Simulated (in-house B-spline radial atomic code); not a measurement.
Orbital energies and mean radii along the 55-electron series, configuration 1s2 2s2 2p6 3s2 3p6 3d10 4s2 4p6 4d10 4f5/2(6) 4f7/2(3). The effective charge is n√(-2ε), a non-relativistic measure. Computed with a B-spline radial code for spherical atoms: Dirac-Hartree-Fock, jj configuration that fills j = l - 1/2 first, finite nuclei.

```
  ion   Z  energy of 3d5/2 (Eh)  mean radius of 3d5/2 (bohr)  energy of 4p3/2 (Eh)  mean radius of 4p3/2 (bohr)  energy of 4f5/2 (Eh)  mean radius of 4f5/2 (bohr)  effective charge of 3d5/2
Tm14+  69                -66.06                      0.20119               -23.442                      0.52971               -11.012                      0.60213                     34.483
Yb15+  70                     ?                            ?                     ?                            ?                     ?                            ?                          ?
Lu16+  71               -73.609                      0.19384               -27.212                      0.50612               -13.887                      0.55473                       36.4
Hf17+  72                     ?                            ?                     ?                            ?                     ?                            ?                          ?
Ta18+  73               -81.628                      0.18701                -31.27                      0.48429               -17.039                      0.51551                     38.332
 W19+  74               -85.812                      0.18376               -33.406                        0.474               -18.718                      0.49827                     39.302
Re20+  75                     ?                            ?                     ?                            ?                     ?                            ?                          ?
Os21+  76               -94.525                      0.17759               -37.888                      0.45456               -22.277                      0.46751                     41.249
Ir22+  77               -99.052                      0.17465               -40.234                      0.44538               -24.156                      0.45371                     42.225
Pt23+  78               -103.69                       0.1718               -42.649                      0.43654               -26.102                       0.4408                     43.203
Au24+  79               -108.45                      0.16905               -45.133                      0.42801               -28.113                       0.4287                     44.182
```

Problem. Fill in the row of Yb15+.

Solution. energy of 3d5/2 (Eh): -69.775; mean radius of 3d5/2 (bohr): 0.19745; energy of 4p3/2 (Eh): -25.29; mean radius of 4p3/2 (bohr): 0.51768; energy of 4f5/2 (Eh): -12.414; mean radius of 4f5/2 (bohr): 0.57723; effective charge of 3d5/2: 35.439.

Problem. Fill in the row of Hf17+.

Solution. energy of 3d5/2 (Eh): -77.56; mean radius of 3d5/2 (bohr): 0.19037; energy of 4p3/2 (Eh): -29.205; mean radius of 4p3/2 (bohr): 0.49499; energy of 4f5/2 (Eh): -15.429; mean radius of 4f5/2 (bohr): 0.53426; effective charge of 3d5/2: 37.364.

Problem. Fill in the row of Re20+.

Solution. energy of 3d5/2 (Eh): -90.111; mean radius of 3d5/2 (bohr): 0.18062; energy of 4p3/2 (Eh): -35.612; mean radius of 4p3/2 (bohr): 0.4641; energy of 4f5/2 (Eh): -20.464; mean radius of 4f5/2 (bohr): 0.48232; effective charge of 3d5/2: 40.274.

Problem. How does the screening of 3d5/2 change?

Solution. Z less the effective charge goes from 34.52 at Z = 69 to 34.82 at Z = 79.
